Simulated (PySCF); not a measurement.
**CaF⁻: one state, many levels of theory**

State: ¹Σ⁺ (singlet), closed shell. Set-up: basis Ca aug-pcseg-1, F aug-pcseg-1; no relativity; PySCF 2.14. De refers to Ca + F⁻ in their ground configurations, without counterpoise correction. A positive dipole points towards F; it is taken about the centre of mass and depends on that origin.

```tsv
Level	Re (Å)	ωe (cm⁻¹)	De (eV)	μ (D)
RHF	2.058	517	n/a	4.52
RHF-MP2	2.066	498	3.10	n/a
RHF-SCS-MP2	2.070	497	3.09	n/a
RHF-CCSD	2.068	503	3.19	n/a
RHF-CCSD(T)	2.067	501	3.20	n/a
PBE	2.011	520	3.33	3.70
BP86	2.010	521	3.27	3.73
r²SCAN	2.005	536	3.58	4.10
r²SCANh	2.008	536	3.54	4.06
B3LYP	2.024	516	3.14	3.38
PBE0	2.013	527	3.34	3.91
```

The bond length runs from 2.005 Å (r²SCAN) to 2.070 Å (RHF-SCS-MP2). De spans 3.09 eV (RHF-SCS-MP2, perturbation theory) to 3.58 eV (r²SCAN, meta-GGA).

Correlated steps freeze 6 core orbitals. Correlated levels converge slowly with the basis: in double zeta they bind strong bonds too weakly, by up to about 1 eV, and carry superposition errors of some tenths. For an ion De counts to the pair picked by the measured ionisation energies or electron affinities, which need not be the lowest pair at this level. The highest Kohn–Sham level is positive in this anion. Much of that is self-interaction error, but it also means that the finite basis helps to hold the extra electron. The CCSD T1 diagnostic is raised, a sign that a single reference may not be enough here.
